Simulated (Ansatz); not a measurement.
Relaxation of CH10N2OSi2 (16 atoms, charge 0, multiplicity 1), to a largest force component of 0.015 eV/Å in at most 40 steps.

Method: RKS PBE/def2-SVP in Ansatz 0.2.0.

```xyz
16
Properties=species:S:1:pos:R:3:forces:R:3
N 2.496 -1.072 -1.273 -1.44 2.93 -1.45
C 1.582 0.048 -0.779 1.87 -1.16 1.05
Si 0.329 -0.575 0.489 1.68 2.04 1.14
O -0.422 -1.888 -0.064 -2.11 -2.08 -1.71
Si -1.125 1.170 0.952 0.31 0.43 -0.78
N -1.524 1.223 2.604 -0.01 -1.12 1.42
H 1.898 -1.786 -1.647 -0.41 -1.01 -0.19
H 3.023 -1.419 -0.524 1.09 -1.04 1.78
H 2.218 0.853 -0.306 -0.34 -0.30 -0.38
H 1.050 0.488 -1.602 -0.38 0.56 -1.12
H 1.083 -0.988 1.751 -0.19 0.01 -0.26
H -1.129 -1.700 -0.740 0.71 -0.35 0.76
H -0.535 2.526 0.716 0.36 0.29 -0.80
H -2.405 1.096 0.217 -0.45 -0.10 -0.48
H -2.243 1.890 2.761 -1.37 0.90 0.37
H -0.734 1.609 3.102 0.66 0.00 0.66
```

Problem. Where does it end, and by what steps?

Solution. The run converged. After 25 steps the energy has fallen by 0.862 eV; H12 moved furthest, 1.93 Å.

```json
{"step": "0", "energy less start (eV)": "0.0000", "largest force component (eV/Å)": "2.927", "accepted": "yes"}
{"step": "1", "energy less start (eV)": "-0.5427", "largest force component (eV/Å)": "1.230", "accepted": "yes"}
{"step": "2", "energy less start (eV)": "-0.6530", "largest force component (eV/Å)": "0.741", "accepted": "yes"}
{"step": "3", "energy less start (eV)": "-0.6917", "largest force component (eV/Å)": "0.229", "accepted": "yes"}
{"step": "4", "energy less start (eV)": "-0.7005", "largest force component (eV/Å)": "0.269", "accepted": "yes"}
{"step": "5", "energy less start (eV)": "-0.7073", "largest force component (eV/Å)": "0.165", "accepted": "yes"}
{"step": "6", "energy less start (eV)": "-0.7150", "largest force component (eV/Å)": "0.115", "accepted": "yes"}
{"step": "7", "energy less start (eV)": "-0.7196", "largest force component (eV/Å)": "0.261", "accepted": "yes"}
{"step": "8", "energy less start (eV)": "-0.7238", "largest force component (eV/Å)": "0.224", "accepted": "yes"}
{"step": "9", "energy less start (eV)": "-0.7308", "largest force component (eV/Å)": "0.256", "accepted": "yes"}
{"step": "10", "energy less start (eV)": "-0.7346", "largest force component (eV/Å)": "0.409", "accepted": "yes"}
{"step": "11", "energy less start (eV)": "-0.7420", "largest force component (eV/Å)": "0.392", "accepted": "yes"}
{"step": "12", "energy less start (eV)": "-0.7539", "largest force component (eV/Å)": "0.801", "accepted": "yes"}
{"step": "13", "energy less start (eV)": "-0.7694", "largest force component (eV/Å)": "1.052", "accepted": "yes"}
{"step": "14", "energy less start (eV)": "-0.7920", "largest force component (eV/Å)": "0.977", "accepted": "yes"}
{"step": "15", "energy less start (eV)": "-0.8207", "largest force component (eV/Å)": "0.247", "accepted": "yes"}
{"step": "16", "energy less start (eV)": "-0.8385", "largest force component (eV/Å)": "0.201", "accepted": "yes"}
{"step": "17", "energy less start (eV)": "-0.8465", "largest force component (eV/Å)": "0.247", "accepted": "yes"}
{"step": "18", "energy less start (eV)": "-0.8535", "largest force component (eV/Å)": "0.141", "accepted": "yes"}
{"step": "19", "energy less start (eV)": "-0.8576", "largest force component (eV/Å)": "0.110", "accepted": "yes"}
{"step": "20", "energy less start (eV)": "-0.8600", "largest force component (eV/Å)": "0.076", "accepted": "yes"}
{"step": "21", "energy less start (eV)": "-0.8609", "largest force component (eV/Å)": "0.061", "accepted": "yes"}
{"step": "22", "energy less start (eV)": "-0.8614", "largest force component (eV/Å)": "0.033", "accepted": "yes"}
{"step": "23", "energy less start (eV)": "-0.8616", "largest force component (eV/Å)": "0.027", "accepted": "yes"}
{"step": "24", "energy less start (eV)": "-0.8617", "largest force component (eV/Å)": "0.024", "accepted": "yes"}
{"step": "25", "energy less start (eV)": "-0.8618", "largest force component (eV/Å)": "0.013", "accepted": "yes"}
```

```xyz
16
Properties=species:S:1:pos:R:3
N 2.145 -1.413 -1.467
C 1.588 -0.078 -1.179
Si 0.834 -0.008 0.572
O -0.165 -1.372 0.728
Si -0.783 1.636 1.124
N -1.967 0.567 1.935
H 1.427 -2.123 -1.265
H 2.915 -1.617 -0.814
H 2.377 0.693 -1.312
H 0.806 0.157 -1.934
H 1.977 -0.079 1.563
H -1.039 -1.063 1.078
H -0.353 2.844 1.927
H -1.503 2.146 -0.099
H -2.951 0.857 1.889
H -1.750 0.327 2.909
```

Time of the run: 53 s on 2 threads of Intel(R) Xeon(R) 6975P-C (Granite Rapids), with other jobs on the host, peak memory 0.21 GiB.
